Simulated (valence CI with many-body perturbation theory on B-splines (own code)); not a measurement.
**E1 line list for Ba⁴⁺**

Method: relativistic CI+MBPT: six valence electrons over a frozen Dirac-Fock core [Kr] 4d10, radial functions for each j: 9 s, 9 p, 8 d, 6 f, 3 g, 1 h, with the one-electron correlation potential Σ1, the two-electron term Σ2, the three-electron term Σ3, Breit, model QED; selected CI, second order for the rest, scaled by the run's own slope (own B-spline code, finite nucleus).

Against 17 measured levels this calculation errs by 353 cm⁻¹ on average and by 1294 at most. These come from a selection out of Sansonetti and Curry, J. Phys. Chem. Ref. Data 39, 043103 (2010). Levels without a partner in it may be off by more, other configurations by several thousand cm⁻¹. Among the levels kept, up to 850 cm⁻¹ of a level comes from second order outside the variational space, and about a tenth of that is noise between levels of different J, which matters for small intervals. 1 measured level below the end of the list, from 166279 cm⁻¹ on, found no clear computed partner, and computed levels of the same name lie up to 320 cm⁻¹ from them.

Lines 51 to 100 of 107 in falling wavelength, among levels below 180080 cm⁻¹, chosen from the strongest by gf and those to the six lowest levels. Wavelengths and rates use the calculated energies, so an error of 400 cm⁻¹ moves a line at 114.6 nm by 0.46 % and its rate by three times that or more. Electric multipoles are in the length gauge, E1 and E2 with the static RPA response of the core. Weak lines are less certain than strong ones. Lines between different terms over intervals too small for the method are left out, as are lines whose strength nearly cancels. The highest levels of a list are the least certain.

Names give the largest LS component (configuration and term), which can be under half, so a name can repeat, a term be missing and a line seem to break the LS rules; names also repeat where a configuration has a term twice. Letters in brackets count levels of one name in rising energy.

```tsv
λ vac (nm)	λ from measured levels	Upper	Lower	A (s⁻¹)	S (a.u.) with core polarisation	S without
478.6		5s2 5p3 5d 3F°_2	4f 5s2 5p3 5F_2	4.19e+03	1.13e-03	1.18e-03
454.6		5s2 5p3 5d 3F°_2	4f 5s2 5p3 5F_3	3.96e+04	9.19e-03	9.52e-03
418.6		5s2 5p3 5d 3F°_3	4f 5s2 5p3 5F_4	4.01e+04	1.01e-02	1.06e-02
413.2		5s2 5p3 5d 3F°_3	4f 5s2 5p3 5F_3	1.26e+04	3.08e-03	3.27e-03
410.8		4f 5s2 5p3 5F_3	5s 5p5 3P°_2	1.53e+05	3.65e-02	4.14e-02
393.0		4f 5s2 5p3 5F_2	5s 5p5 3P°_2	2.20e+05	3.30e-02	3.77e-02
389.6		4f 5s2 5p3 5F_1	5s 5p5 3P°_2	3.51e+04	3.08e-03	3.53e-03
356.8		4f 5s2 5p3 3F_2 [a]	5s 5p5 3P°_1	2.48e+04	2.78e-03	3.25e-03
348.7		4f 5s2 5p3 1P_1	5s 5p5 3P°_0	1.45e+04	9.08e-04	1.03e-03
344.4		4f 5s2 5p3 3F_3	5s 5p5 3P°_2	1.01e+06	1.42e-01	1.62e-01
291.3		4f 5s2 5p3 3F_2 [b]	5s 5p5 3P°_1	3.14e+06	1.92e-01	2.22e-01
273.4		4f 5s2 5p3 3F_2 [a]	5s 5p5 3P°_2	2.00e+05	1.01e-02	1.16e-02
266.0		4f 5s2 5p3 1P_1	5s 5p5 3P°_1	2.26e+06	6.28e-02	7.28e-02
252.3		4f 5s2 5p3 3G_3	5s 5p5 3P°_2	1.41e+06	7.83e-02	9.03e-02
233.2		4f 5s2 5p3 3F_2 [b]	5s 5p5 3P°_2	8.35e+05	2.61e-02	3.05e-02
220.7		4f 5s2 5p3 3D_3	5s 5p5 3P°_2	1.14e+07	4.24e-01	4.92e-01
216.7		4f 5s2 5p3 1P_1	5s 5p5 3P°_2	3.44e+05	5.18e-03	6.12e-03
114.6	114.0	5s 5p5 3P°_1	5s2 5p4 1S_0	7.21e+06	1.61e-02	2.27e-02
95.06	94.62	5s 5p5 3P°_2	5s2 5p4 1D_2	4.77e+07	1.01e-01	1.44e-01
91.85	91.46	5s2 5p3 5d 5D°_1	5s2 5p4 1S_0	5.13e+06	5.89e-03	8.48e-03
89.45	89.23	5s 5p5 1P°_1	5s2 5p4 1S_0	4.24e+07	4.49e-02	6.66e-02
88.05	87.74	5s 5p5 3P°_2	5s2 5p4 3P_1	1.24e+08	2.09e-01	2.97e-01
87.91	87.57	5s 5p5 3P°_1	5s2 5p4 1D_2	4.29e+07	4.32e-02	5.82e-02
81.88	81.64	5s 5p5 3P°_1	5s2 5p4 3P_1	1.09e+08	8.83e-02	1.27e-01
81.28	81.01	5s2 5p3 5d 3D°_1	5s2 5p4 1S_0	5.58e+05	4.43e-04	5.84e-04
78.65	78.36	5s 5p5 3P°_1	5s2 5p4 3P_0	1.48e+08	1.06e-01	1.52e-01
76.95	76.69	5s 5p5 3P°_2	5s2 5p4 3P_2	3.56e+08	4.00e-01	5.74e-01
76.31	76.04	5s 5p5 3P°_0	5s2 5p4 3P_1	4.83e+08	1.06e-01	1.53e-01
74.45	74.21	5s2 5p3 5d 5D°_3	5s2 5p4 1D_2	7.16e+05	1.02e-03	1.17e-03
74.43	74.20	5s2 5p3 5d 5D°_2	5s2 5p4 1D_2	3.08e+06	3.14e-03	3.49e-03
73.87	73.64	5s2 5p3 5d 5D°_1	5s2 5p4 1D_2	1.66e+07	9.94e-03	1.51e-02
72.31	72.18	5s 5p5 1P°_1	5s2 5p4 1D_2	6.50e+08	3.64e-01	5.37e-01
72.20	71.99	5s 5p5 3P°_1	5s2 5p4 3P_2	3.78e+08	2.11e-01	2.97e-01
70.82		5s2 5p3 5d 3D°_2	5s2 5p4 1D_2	8.21e+06	7.20e-03	1.02e-02
70.06	69.90	5s2 5p3 5d 5D°_2	5s2 5p4 3P_1	1.77e+05	1.51e-04	3.66e-04
69.79	69.65	5s2 5p3 5d 5D°_0	5s2 5p4 3P_1	2.04e+08	3.42e-02	4.39e-02
69.57	69.40	5s2 5p3 5d 5D°_1	5s2 5p4 3P_1	7.74e+07	3.86e-02	4.79e-02
68.18	68.11	5s 5p5 1P°_1	5s2 5p4 3P_1	4.96e+06	2.33e-03	3.98e-03
67.41	67.24	5s2 5p3 5d 3D°_3	5s2 5p4 1D_2	1.91e+03	2.02e-06	6.13e-06
67.22	67.01	5s2 5p3 5d 5D°_1	5s2 5p4 3P_0	3.41e+07	1.53e-02	2.02e-02
66.88	66.71	5s2 5p3 5d 3D°_1	5s2 5p4 1D_2	6.11e+04	2.71e-05	2.95e-05
65.99	65.83	5s2 5p3 5d 3F°_2	5s2 5p4 1D_2	1.51e+05	1.07e-04	9.60e-05
65.93	65.81	5s 5p5 1P°_1	5s2 5p4 3P_0	1.52e+07	6.46e-03	7.71e-03
65.04	64.89	5s2 5p3 5d 3F°_3	5s2 5p4 1D_2	2.05e+07	1.95e-02	2.19e-02
63.33	63.22	5s2 5p3 5d 3D°_1	5s2 5p4 3P_1	4.80e+07	1.80e-02	2.05e-02
62.86	62.71	5s2 5p3 5d 5D°_3	5s2 5p4 3P_2	1.34e+08	1.15e-01	1.30e-01
62.85	62.70	5s2 5p3 5d 5D°_2	5s2 5p4 3P_2	1.62e+08	9.91e-02	1.19e-01
62.53	62.42	5s2 5p3 5d 3F°_2	5s2 5p4 3P_1	1.98e+06	1.19e-03	9.94e-04
62.45	62.30	5s2 5p3 5d 5D°_1	5s2 5p4 3P_2	2.38e+08	8.57e-02	1.03e-01
62.24	61.76	5s2 5p3 5d 1S°_0	5s2 5p4 3P_1	1.26e+04	1.50e-06	8.05e-06
```
